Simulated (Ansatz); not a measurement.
System: C$_{2}$H$_{10}$OSi$_{2}$, charge 0, multiplicity 1. 
Coordinates optimised at B3LYP-D3(BJ)/def2-TZVP (Ansatz, an electronic-structure program):
SMILES: COC[SiH2][SiH3]
```xyz
15

C     -2.8552    -0.5283     0.1947
O     -1.5280    -0.2602    -0.2076
C     -0.9465     0.8367     0.4815
Si     0.8227     1.0522    -0.1695
Si     1.9148    -1.0201    -0.1185
H     -2.9038    -0.7720     1.2635
H     -3.5093     0.3312     0.0019
H     -3.2047    -1.3820    -0.3842
H     -1.5372     1.7516     0.3285
H     -0.9260     0.6484     1.5653
H      1.5174     2.0355     0.7019
H      0.7945     1.5964    -1.5497
H      1.7391    -1.6422     1.2180
H      3.3692    -0.8486    -0.3627
H      1.3703    -1.9357    -1.1476
```

Basis-set convergence of Hartree-Fock and CCSD(T) correlation energies (hartree) with Ansatz. Correlated levels leave the core frozen unless marked. Spin-orbit coupling is left out. No relativistic terms.

```
basis            functions       E(HF)  E(corr, CCSD(T))
---------------  ---------  ----------  ----------------
aug-cc-pV(D+d)Z        223  -734.28502          -0.81679
aug-cc-pV(T+d)Z        478         [?]               [?]
```

Task: Some entries are withheld; supply them.

Result: 
- aug-cc-pV(T+d)Z, E(HF): -734.34814
- aug-cc-pV(T+d)Z, E(corr, CCSD(T)): -0.96182
